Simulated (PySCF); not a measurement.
Coordinates in bohr (charge -1 multiplicity 3):
```
Au    0.0000    0.0000    0.0000
S     0.0000    0.0000    4.1851
S     0.0000    0.0000   -4.1851
```

Method: PySCF, UPBE0, basis Au def2-SVPD with ECP60, S def2-SVPD (scalar-relativistic core potentials, no spin–orbit coupling, density fitting).

This geometry of AuS₂⁻ is a stationary point at this level.

(1) What is the point group?

(2) Is it a minimum?

(3) List the harmonic modes with their infrared intensities.

(4) Give the atomic charges and bond orders.

(5) Give the ideal-gas entropy at 298.15 K and 1 bar by parts.

## Answers

(1) D∞h.

(2) Yes: all harmonic wavenumbers are real.

(3) 
```json
{"symmetry": "πu", "ω (cm⁻¹)": "100", "IR (km/mol, summed over degenerate members)": "14.4", "type": "bend"}
{"symmetry": "σg+", "ω (cm⁻¹)": "392", "IR (km/mol, summed over degenerate members)": "0.0", "type": "stretch"}
{"symmetry": "σu+", "ω (cm⁻¹)": "417", "IR (km/mol, summed over degenerate members)": "48.1", "type": "stretch"}
```

(4) 
```tsv
atom	Mulliken	Löwdin	polar tensor	spin (Mulliken)	Mayer order to Au1
Au1	0.29	-0.18	0.16	0.20	–
S2,3	-0.65	-0.41	-0.58	0.90	0.97
```
Other Mayer orders above 0.3: S–S 0.67.

(5) translation 178.3, rotation 71.2, vibration 36.8, spin 9.1; total 295.4 J/(mol K).

Other isomers or separated fragments may lie lower. Open d and f shells are described by one determinant, and the ground state may have another occupation or spin. The lowest empty level of this anion is unbound, so it and the gap depend on the basis. No spin–orbit coupling is included, which matters more the heavier the element.
